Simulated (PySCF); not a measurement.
H2MgO2, SMILES [OH][Mg][OH].

Geometry: PBE0-D3(BJ)/def2-TZVP. Other conformers were not sampled.

Calculation: PBE0-D3(BJ)/def2-TZVP in PySCF.

Frequencies are harmonic and unscaled.

| mode | ν (cm⁻¹) | IR (km/mol) | moving atoms (share of kinetic energy) |
|---|---|---|---|
| 1 | 44 | 294.8 | H 66 %, O 23 %, Mg 10 % |
| 2 | 161 | 100.2 | Mg 58 %, O 39 % |
| 3 | 169 | 8.9 | Mg 48 %, H 30 %, O 22 % |
| 4 | 173 | 243.1 | H 92 % |
| 5 | 184 | 3.5 | H 82 %, O 18 % |
| 6 | 617 | 0.1 | O 89 %, H 11 % |
| 7 | 915 | 179.0 | Mg 58 %, O 38 % |
| 8 | 4069 | 174.7 | H 94 % |
| 9 | 4069 | 0.1 | H 94 % |
